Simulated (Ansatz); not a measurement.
Ansatz (a first-principles code) input (B3LYP-D3(BJ)/def2-TZVP):

Ansatz 0.2 input:
```yaml
crystal:
  periodic: [false, false, false]
  atoms:
    - {symbol: O, position_ang: [-0.25255909, -0.16376826, -0.07318656]}
    - {symbol: B, position_ang: [-1.30274520, -0.84621473, -0.03797986]}
    - {symbol: H, position_ang: [-2.00885841, -1.15721517, 0.83266526]}
    - {symbol: B, position_ang: [0.85937775, 0.54101070, -0.21164267]}
    - {symbol: H, position_ang: [0.77257070, 1.69587437, -0.42771797]}
    - {symbol: H, position_ang: [1.89458689, -0.01525816, -0.12716378]}
basis:
  gaussian:
    orbitals: def2-TZVP
hamiltonian:
  xc: b3lyp
  dispersion: d3bj
magnetization: {spin_polarized: true, initial_magnetization: 1}
relax: {f_tol: 0.002, max_steps: 150}
```

End of the output:

```
621 factors; their error is unknown
mean field: 0.35 GiB planned
mean field -3449.63223861 eV, -126.7716465242 hartree, gradient 7.7e-6 eV, S^2 0.753016; 0 other end points of the search recorded, 0 dependent functions left out
the calculation of the forces begins
reference -3449.63247932 eV, -126.7716553701 hartree; 11, 10 occupied and 100, 101 virtual orbitals, 621 factors
relax step   6: F+E_penalty+E_count = -3449.75284961 eV  Δ(F+E_penalty+E_count) = -4.270e-5 eV  max|allowed force component| = 1.797e-2 eV/Å  Δτ_max = 0.0045 Å  (34 SCF iters, accepted)
these checks for a lower state are left out or cut short: starts, cluster_reference, orbital_swaps, neighbouring_geometries, increment
integrals: 0.02 GiB planned
621 factors; their error is unknown
mean field: 0.35 GiB planned
mean field -3449.63223539 eV, -126.7716464060 hartree, gradient 1.2e-5 eV, S^2 0.753010; 0 other end points of the search recorded, 0 dependent functions left out
the calculation of the forces begins
reference -3449.63247602 eV, -126.7716552487 hartree; 11, 10 occupied and 100, 101 virtual orbitals, 621 factors
relax step   7: F+E_penalty+E_count = -3449.75286149 eV  Δ(F+E_penalty+E_count) = -1.187e-5 eV  max|allowed force component| = 9.201e-3 eV/Å  Δτ_max = 0.0029 Å  (28 SCF iters, accepted)
these checks for a lower state are left out or cut short: starts, cluster_reference, orbital_swaps, neighbouring_geometries, increment
integrals: 0.02 GiB planned
621 factors; their error is unknown
mean field: 0.35 GiB planned
mean field evaluation 64: about -3449.6322 eV, gradient 2.3e-5 eV
mean field -3449.63224446 eV, -126.7716467392 hartree, gradient 2.3e-5 eV, S^2 0.753012; 0 other end points of the search recorded, 0 dependent functions left out
the calculation of the forces begins
reference -3449.63248509 eV, -126.7716555823 hartree; 11, 10 occupied and 100, 101 virtual orbitals, 621 factors
relax step   8: F+E_penalty+E_count = -3449.75287882 eV  Δ(F+E_penalty+E_count) = -1.733e-5 eV  max|allowed force component| = 2.267e-3 eV/Å  Δτ_max = 0.0021 Å  (27 SCF iters, accepted)
these checks for a lower state are left out or cut short: starts, cluster_reference, orbital_swaps, neighbouring_geometries, increment
integrals: 0.02 GiB planned
621 factors; their error is unknown
mean field: 0.35 GiB planned
mean field -3449.63224578 eV, -126.7716467876 hartree, gradient 1.2e-5 eV, S^2 0.753011; 0 other end points of the search recorded, 0 dependent functions left out
the calculation of the forces begins
reference -3449.63248641 eV, -126.7716556305 hartree; 11, 10 occupied and 100, 101 virtual orbitals, 621 factors
relax step   9: F+E_penalty+E_count = -3449.75287962 eV  Δ(F+E_penalty+E_count) = -7.985e-7 eV  max|allowed force component| = 4.677e-4 eV/Å  Δτ_max = 0.0006 Å  (25 SCF iters, accepted)
integrals: 0.02 GiB planned
621 factors; their error is unknown
mean field: 0.35 GiB planned
mean field -3449.63224578 eV, -126.7716467876 hartree, gradient 1.2e-5 eV, S^2 0.753011; 1 other end points of the search recorded, 0 dependent functions left out
the calculation of the forces begins
reference -3449.63248641 eV, -126.7716556305 hartree; 11, 10 occupied and 100, 101 virtual orbitals, 621 factors
Total energy: -3449.75312025 eV, -126.7760888425 hartree
Atom 0 at    -0.257229    -0.168734    -0.083473 Å, force    -0.000091     0.000003    -0.000013 eV/Å
Atom 1 at    -1.348401    -0.885275    -0.089306 Å, force     0.000113    -0.000468     0.000117 eV/Å
Atom 2 at    -2.000525    -1.143583     0.878321 Å, force    -0.000081     0.000331    -0.000114 eV/Å
Atom 3 at     0.876166     0.551483    -0.214429 Å, force    -0.000071     0.000048     0.000025 eV/Å
Atom 4 at     0.776030     1.719749    -0.420766 Å, force    -0.000060     0.000274     0.000107 eV/Å
Atom 5 at     1.916332    -0.019211    -0.115372 Å, force     0.000191    -0.000188    -0.000122 eV/Å
Dipole moment:     0.040148     0.041739     0.087942 e Å
```

It need not be the lowest isomer of its formula.
